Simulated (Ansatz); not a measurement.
Two structures, one formula

The two ends of one reaction step of BHSF2, closed shell (PBE0-D4/def2-TZVP).

A:

B1  (-0.062, 0.509, -0.164)
F2  (-0.218, 0.975, 1.060)
S3  (0.216, -1.236, -0.509)
H4  (0.177, -1.608, 0.780)
F5  (-0.113, 1.361, -1.167)
(Å)

B:

```csv
atom,x (Å),y (Å),z (Å)
B1,0.0470,0.2169,-1.0836
F2,-0.1665,0.1919,1.9194
S3,0.2617,-1.3730,-0.8726
H4,-0.0229,-0.4979,1.3117
F5,-0.1193,1.4622,-1.2748
```

Computed with Ansatz 0.2.0 (basis: def2-TZVPP); correlated methods freeze the cores. B3LYP uses VWN-RPA correlation.

Which structure is lower at CCSD(T), and by how much? (To be estimated.)

By the calculation: A, by 47.48 kcal/mol (electronic energy, against the other). By their contacts, A is BHSF₂ ([F][B]([F])[SH]) and B is a complex of BSF + HF.

All methods give the same order:

```tsv
method	E(B) − E(A) (kcal/mol)
SPW92	51.47
PBE-D4	45.89
BLYP-D4	44.06
r2SCAN-D4	48.96
B97M-V	48.25
PBE0-D4	49.00
B3LYP-D4	47.15
r2SCAN0-D4	50.78
BHLYP-D4	51.04
CAM-B3LYP-D4	50.30
wB97X-V	50.72
wB97M-V	48.71
B2PLYP	46.95
PBE-QIDH	49.86
RPA on PBE	46.73
HF	52.41
MP2	45.96
CCSD	48.94
CCSD(T)	47.48
```

The T1 diagnostic stays at or below 0.014.

Labels in which every atom is bracketed show which atoms are joined, not bond orders.

For scale, one of the runs: CCSD(T)/def2-TZVPP, 149 basis functions, launched by `ansatz run in.yaml --threads 2 --pin off --events-out ev --progress --plain --max-ram 4352MiB`. The run took 7.5 s on 2 CPU threads of an Intel Xeon 6975P-C (shared host), with 1.1 GiB of host memory at its peak.
